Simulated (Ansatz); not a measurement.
Species: C₆H₁₄, charge 0, multiplicity 1. 
Coordinates optimised at B3LYP-D3(BJ)/def2-TZVP (Ansatz, a first-principles code):
```
C
H 1 1.0983
C 1 1.5296 2 107.98
H 3 1.0902 1 111.70 2 -60.04
H 3 1.0902 4 107.22 1 -122.67
H 3 1.0942 4 107.80 5 -115.82
C 1 1.5346 2 107.50 3 120.77
H 7 1.0943 1 108.34 2 66.65
H 7 1.0960 8 106.06 1 -116.62
C 7 1.5267 8 108.85 9 -117.81
H 10 1.0908 7 112.05 8 173.60
H 10 1.0916 11 107.37 7 122.05
H 10 1.0931 11 107.68 12 115.67
C 1 1.5346 2 107.50 7 118.46
H 14 1.0943 1 108.34 2 -66.65
H 14 1.0960 15 106.06 1 116.62
C 14 1.5267 15 108.85 16 117.81
H 17 1.0908 14 112.05 15 -173.60
H 17 1.0916 18 107.37 14 -122.05
H 17 1.0931 18 107.68 19 -115.67
```

Property: vertical ionisation energy (to the doublet state of charge +1; each state is the SCF solution reached for its spin), in eV. Valence correlation only, unless marked. Open shells are spin-unrestricted. Spin-orbit coupling is left out. Non-relativistic. 

```csv
level,program,vertical ionisation energy (eV)
HF/aug-cc-pVDZ,Ansatz,10.31
HF/aug-cc-pVTZ,Ansatz,10.30
SVWN5/def2-TZVPD,Ansatz,10.18
PBE/def2-TZVPD,Ansatz,10.07
r2SCAN/def2-TZVPD,Ansatz,10.22
B3LYP/def2-TZVPD,Ansatz,10.48
PBE0/def2-TZVPD,Ansatz,10.49
BHLYP/def2-TZVPD,Ansatz,10.73
CAM-B3LYP/def2-TZVPD,Ansatz,10.74
wB97M-V/def2-TZVPD,Ansatz,10.79
wB97X-V/def2-TZVPD,Ansatz,10.81
B2PLYP/def2-TZVPD,Ansatz,10.63
MP2/aug-cc-pVDZ,Ansatz,10.94
RI-MP2/aug-cc-pVTZ,Ansatz,11.05
SCS-MP2/aug-cc-pVDZ,Ansatz,10.98
CCSD/aug-cc-pVDZ,Ansatz,10.91
CCSD(T)/aug-cc-pVDZ,Ansatz,10.86
```
